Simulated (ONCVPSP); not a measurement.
**P: ONCV pseudisation with LDA (Perdew-Wang 92), non-relativistic reference atom.**

Input for ONCVPSP 4.0.1:

```
# ATOM AND REFERENCE CONFIGURATION
# atsym  z   nc   nv     iexc    psfile
  P 15.00    3    2  -001012      upf
#
#   n    l    f
    1    0    2.00
    2    0    2.00
    2    1    6.00
    3    0    2.00
    3    1    3.00
#
# PSEUDOPOTENTIAL AND OPTIMIZATION
# lmax
    1
#
#   l,   rc,      ep,       ncon, nbas, qcut
    0    1.35    0.00    4    7    4.60
    1    1.25    0.00    5    8    6.90
#
# LOCAL POTENTIAL
# lloc, lpopt,  rc(5),   dvloc0
    4    2    1.10    0.00
#
# VANDERBILT-KLEINMAN-BYLANDER PROJECTORs
# l, nproj, debl
    0    2    1.10
    1    2    1.70
#
# MODEL CORE CHARGE
# icmod, fcfact, rcfact
    0    0.00    0.00
#
# LOG DERIVATIVE ANALYSIS
# epsh1, epsh2, depsh
   -2.00    5.00    0.02
#
# OUTPUT GRID
# rlmax, drl
    6.00    0.01
#
# TEST CONFIGURATIONS
# ncnf
    4
# nvcnf
#   n    l    f
    2
    3    0    2.00
    3    1    2.00
#
    2
    3    0    2.00
    3    1    1.00
#
    2
    3    0    2.00
    3    1    0.00
#
    2
    3    0    2.00
    3    1    2.50
#
```

Command:

```bash
oncvpspnr.x < P.dat > P.out
```

The program printed (shortened: citation, most of the input echo, consistency checks and plot data are left out):

```
ONCVPSP  (Optimized Norm-Conservinng Vanderbilt PSeudopotential)
scalar-relativistic version 4.0.1

#   n    l    f        energy (Ha)
    1    0    2.00    -7.6061717E+01
    2    0    2.00    -6.3291314E+00
    2    1    6.00    -4.5764131E+00
    3    0    2.00    -5.1231318E-01
    3    1    3.00    -2.0606637E-01

Reference configufation results
  iterations    23
  all-electron total energy (Ha)   -3.39940966D+02

Begin loop to  construct optimized pseudo wave functions
and semi-local pseudopoentials for all angular momenta

   Wellstate for l =  0  n =  4
     eigenvalue =   0.5877
     asymptotic potential =   1.0877
     half-point radius =  3.7520

Calculating optimized projector #   1

 for l=   0

    Fraction of norm inside rc  0.230183
    Optimizing pswf for qcut=   4.61 a_B^-1,  ecut=  10.62 Ha
    Residual kinetic energy error=  6.63D-04 Ha

    Energy error per electron        Cutoff
         Ha          eV             Ha
         0.01000     0.27211        6.79
         0.00100     0.02721        9.99
         0.00010     0.00272       39.33
         0.00001     0.00027       69.16

Calculating optimized projector #   2

 for l=   0

    Fraction of norm inside rc  0.111111
    Optimizing pswf for qcut=   4.61 a_B^-1,  ecut=  10.62 Ha
    Residual kinetic energy error=  3.91D-03 Ha

    Energy error per electron        Cutoff
         Ha          eV             Ha
         0.01000     0.27211        7.21
         0.00100     0.02721       40.04
         0.00010     0.00272       86.54
         0.00001     0.00027      100.21

   Wellstate for l =  1  n =  4
     eigenvalue =   1.4939
     asymptotic potential =   1.9939
     half-point radius =  2.8361

Calculating optimized projector #   1

 for l=   1

    Fraction of norm inside rc  0.103243
    Optimizing pswf for qcut=   6.89 a_B^-1,  ecut=  23.72 Ha
    Residual kinetic energy error=  1.05D-02 Ha

    Energy error per electron        Cutoff
         Ha          eV             Ha
         0.01000     0.27211       24.21
         0.00100     0.02721      104.82
         0.00010     0.00272      125.69
         0.00001     0.00027      139.61

Calculating optimized projector #   2

 for l=   1

    Fraction of norm inside rc  0.134241
    Optimizing pswf for qcut=   6.89 a_B^-1,  ecut=  23.72 Ha
    Residual kinetic energy error=  1.49D-02 Ha

    Energy error per electron        Cutoff
         Ha          eV             Ha
         0.01000     0.27211       35.36
         0.00100     0.02721      145.78
         0.00010     0.00272      169.86
         0.00001     0.00027      186.45

Construct Vanderbilt / Kleinmman-Bylander projectors

B matrix Hermiticity error, ll=   0
   1   2    1.5631E-08

  Orthonormal projector coefficients  2.7722E+01  3.0935E+00

B matrix Hermiticity error, ll=   1
   1   2    9.5320E-10

  Orthonormal projector coefficients -3.2692E+01  3.7013E+00

Pseudoatom total energy   -6.400875

Diagnostic tests using Vanderbilt-Kleinman-Bylander pseudopotentials
  1 or more projectors used as specified by nproj input data

   l    rcore       rmatch      e in        delta e   norm test  slope test

   0   1.3542428   1.3953606  -0.5123132  -0.0000000   1.0000000   1.0000001
   0   1.3542428   1.3953606   0.5876868   0.0000000   1.0000000   1.0000000

   1   1.2529184   1.2909597  -0.2060664   0.0000000   1.0000000   1.0000000
run_diag: lschvkbbe ERROR   2   2   1  60  1.49393363E+00  1.41845064E+00
   1   1.2529184   1.2909597   1.4939336  -0.0754830   0.9858164   1.1223867

 Testing for bound ghosts
   n   l    E NL Schr. Eq   E Basis Diag.   E Cutoff

   1   0       -0.512313       -0.489540    101.36

       1                       -3.580178    190.82  WARNING - GHOST(-)
   2   1       -0.206066       -0.113629    190.82

 Testing for highly-localized positive-energy ghosts
       l    <radius>/rc     E Basis Diag.   E Cutoff

       0        0.730709        4.249809    101.36  WARNING - GHOST(+)

       0        0.942040       98.673809    101.36  WARNING - GHOST(+)

Test configuration 0

   n   l     f        eae           eps        diff
   1   0  2.0000  -76.06171695
   2   0  2.0000   -6.32913141
   2   1  6.0000   -4.57641307
   3   0  2.0000   -0.51231318   -0.51231320   -2.00D-08
   3   1  3.0000   -0.20606637   -0.20606637    0.00D+00

    Total energies and differences
      AE_ref= -3.39940966D+02  AE_tst= -3.39940966D+02  dif=  0.00D+00
      PS_ref= -6.40087528D+00  PS_tst= -6.40087528D+00  dif= -1.28D-10
      PSP excitation error=  1.28D-10

Test configuration 1

   n   l     f        eae           eps        diff
   1   0  2.0000  -76.46041140
   2   0  2.0000   -6.71955325
   2   1  6.0000   -4.96769167
   3   0  2.0000   -0.85397966   -0.85365421    3.25D-04
   3   1  2.0000   -0.52597323   -0.52571606    2.57D-04

    Total energies and differences
      AE_ref= -3.39940966D+02  AE_tst= -3.39579830D+02  dif=  3.61D-01
      PS_ref= -6.40087528D+00  PS_tst= -6.03982365D+00  dif=  3.61D-01
      PSP excitation error=  8.43D-05

Test configuration 2

   n   l     f        eae           eps        diff
   1   0  2.0000  -76.95186045
   2   0  2.0000   -7.19351803
   2   1  6.0000   -5.44336382
   3   0  2.0000   -1.24642939   -1.24458090    1.85D-03
   3   1  1.0000   -0.89671484   -0.89517150    1.54D-03

    Total energies and differences
      AE_ref= -3.39940966D+02  AE_tst= -3.38872176D+02  dif=  1.07D+00
      PS_ref= -6.40087528D+00  PS_tst= -5.33293394D+00  dif=  1.07D+00
      PSP excitation error=  8.49D-04

Test configuration 3

   n   l     f        eae           eps        diff
   1   0  2.0000  -77.52674725
   2   0  2.0000   -7.74002790
   2   1  6.0000   -5.99257447
   3   0  2.0000   -1.67695996   -1.67067329    6.29D-03

    Total energies and differences
      AE_ref= -3.39940966D+02  AE_tst= -3.37773378D+02  dif=  2.17D+00
      PS_ref= -6.40087528D+00  PS_tst= -4.23732995D+00  dif=  2.16D+00
      PSP excitation error=  4.04D-03

Test configuration 4

   n   l     f        eae           eps        diff
   1   0  2.0000  -76.24855570
   2   0  2.0000   -6.51286478
   2   1  6.0000   -4.76047830
   3   0  2.0000   -0.67572838   -0.67564877    7.96D-05
   3   1  2.5000   -0.35870417   -0.35864166    6.25D-05

    Total energies and differences
      AE_ref= -3.39940966D+02  AE_tst= -3.39800439D+02  dif=  1.41D-01
      PS_ref= -6.40087528D+00  PS_tst= -6.26036016D+00  dif=  1.41D-01
      PSP excitation error=  1.19D-05
```

oncvpspnr.x prints “scalar-relativistic version” in its banner although the run is non-relativistic.

Note: ghosts flagged at negative energy: p at -97.4 eV; GHOST(+) flagged for s at 115.6 eV. A true bound ghost makes a file unfit for plane-wave use.

The run took about 2.8 s on one core of a shared server CPU.
